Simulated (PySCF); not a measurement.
HF$_{3}$GeS (SMILES [F][Ge]([F])([F])[SH]), singlet, geometry from GFN2-xTB. Base run: CAMB3LYP/6-31G, polarisability in PySCF.

Input for PySCF:
```python
from pyscf import gto, scf, dft
from pyscf.prop import polarizability

mol = gto.Mole()
mol.atom = '''
    F    -0.96615143   -1.12822129   -1.06678008
    Ge   -0.22039491    0.03768807   -0.02870598
    F    -0.48251214    1.48943960   -0.93431491
    F    -1.32781785    0.16454588    1.27738002
    S     1.86102157   -0.35675588    0.51168818
    H     2.26462481   -0.22980165   -0.75498443
'''
mol.basis = '6-31g'
mol.verbose = 4
mol.build()

mf = dft.RKS(mol)
mf.xc = 'camb3lyp'
mf.kernel()
alpha = mf.Polarizability().polarizability()[2, 2]
print('alpha_zz =', alpha)
```

Each row names what was changed in the base input (with any setting that the change needs).

```tsv
change	alpha_zz (bohr³)	basis functions	core-seconds (rough)
base	32.62	69	20
finite field (a.u.) = 0.001; conv_tol = 1e-6	32.84	69	20
functional = pbe	34.55	69	9
basis = 6-31G*	34.52	94	40
functional = pbe0	32.92	69	8
basis = def2-SVP	32.82	97	20
finite field (a.u.) = 0.001; conv_tol = 1e-11	32.62	69	40
basis = STO-3G	19.28	43	8
functional = hf	29.72	69	1
functional = lda,vwn	34.82	69	4
finite field (a.u.) = 2e-4; conv_tol = 1e-6	35.99	69	20
finite field (a.u.) = 0.005; conv_tol = 1e-11	32.63	69	40
```

Finite-field rows take the second difference of the energy in a field along z; a small field with loose convergence shows SCF noise divided by the square of the field, and a large one adds hyperpolarisability.
